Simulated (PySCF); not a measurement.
## Correlation energy of Re³⁹⁺ (rhenium, charge +39)

Starting occupation: [Kr]. All numbers are calculated (PySCF 2.14, X2C-1e with screened-nucleus spin-orbit coupling, Gaussian nucleus, in an even-tempered Gaussian basis (19 s from 1.9 bohr⁻², ratio 2.6; 15 p from 2.5 bohr⁻², ratio 2.6; 11 d from 2.5 bohr⁻², ratio 2.6; 5 f from 2.6 bohr⁻², ratio 2.8)). Frozen: [Ar] 3d10; 8 electrons correlated; the 110 highest virtual spinors left out.

MP2 pair energies summed by pair of shells (mhartree):

```tsv
pair	energy	share (%)
4p3/2-4p3/2	-122.10	38.9
4p1/2-4p3/2	-105.42	33.6
4p3/2-4s1/2	-31.48	10.0
4p1/2-4p1/2	-27.78	8.8
4p1/2-4s1/2	-15.92	5.1
4s1/2-4s1/2	-11.46	3.6
```

Total MP2 correlation energy: -314.16 mhartree.

The virtual space was cut to 74 spinors, which keep -310.94 of the -314.16 mhartree of MP2 correlation.

```json
{"level": "CCSD", "correlation energy (mhartree)": "-331.40"}
{"level": "(T)", "correlation energy (mhartree)": "-2.29"}
{"level": "CCSD(T)", "correlation energy (mhartree)": "-333.69"}
```

Diagnostics: T1 = 0.00018, largest double amplitude 0.035.

Cost of the coupled-cluster step: 64 s of wall time on 1 thread of Intel(R) Xeon(R) Platinum 8375C CPU @ 2.90GHz (shared host), for 8 occupied and 74 virtual spinors.

Iterations:

```
Init t2, MP2 energy = -0.31094008693624
CCSD nocc = 8, nmo = 82
Init t2, MP2 energy = -0.31094008693624
Init E_corr(GCCSD) = -0.31094008693624
cycle = 1  E_corr(GCCSD) = -0.329145531430393  dE = -0.0182054445  norm(t1,t2) = 0.0092447
cycle = 2  E_corr(GCCSD) = -0.331078819955439  dE = -0.00193328853  norm(t1,t2) = 0.00152208
cycle = 3  E_corr(GCCSD) = -0.331414235318256  dE = -0.000335415363  norm(t1,t2) = 0.00033231
cycle = 4  E_corr(GCCSD) = -0.331401594981398  dE = 1.26403369e-05  norm(t1,t2) = 2.2045e-05
cycle = 5  E_corr(GCCSD) = -0.331401763640327  dE = -1.68658929e-07  norm(t1,t2) = 1.65239e-06
cycle = 6  E_corr(GCCSD) = -0.331401772632756  dE = -8.99242902e-09  norm(t1,t2) = 1.0689e-07
GCCSD converged
E(GCCSD) = -15770.34127983935  E_corr = -0.3314017726327562
```

At this charge the one-electron X2C treatment keeps the bare 1/r₁₂, with no two-electron picture change or Breit term. The effect here is smaller than on the frozen 1s shell.
